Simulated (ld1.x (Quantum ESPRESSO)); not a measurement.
# Reading a pseudo-wave (H)

Columns: radius, all-electron u(r) and pseudo u(r) of the 1s shell (level -6.63 eV) of hydrogen in the configuration 1s1; BP86, scalar-relativistic, PAW scheme, ld1.x (Quantum ESPRESSO) 7.5.

```csv
r (bohr),all-electron,pseudo
0.078,0.1385,0.0887
0.155,0.2544,0.1745
0.232,0.3518,0.2571
0.310,0.4341,0.3359
0.388,0.5018,0.4084
0.465,0.5563,0.4729
0.542,0.5999,0.5296
0.620,0.6345,0.5784
0.698,0.6609,0.6184
0.775,0.6798,0.6495
0.852,0.6926,0.6725
0.930,0.7003,0.6882
1.008,0.7035,0.6970
1.085,0.7027,0.6999
1.162,0.6988,0.6980
1.240,0.6919,0.6920
1.318,0.6827,0.6830
1.395,0.6717,0.6719
1.472,0.6590,0.6591
1.550,0.6449,0.6449
1.628,0.6297,0.6297
1.705,0.6138,0.6138
1.782,0.5973,0.5973
1.860,0.5801,0.5801
1.938,0.5625,0.5625
2.015,0.5450,0.5450
```

How many radial nodes do the two functions have?

The all-electron 1s function has n − l − 1 = 0; the pseudo-wave has 0.

At about which radius was the pseudo-wave matched?

1.55 bohr. The columns agree to 0.0005 from 1.24 bohr on; several derivatives are matched, so the curves merge somewhat inside the radius.

Is the pseudo-wave norm-conserving?

No, it belongs to a PAW set: the norm inside the radius is not constrained, and the difference is carried by the augmentation charge.
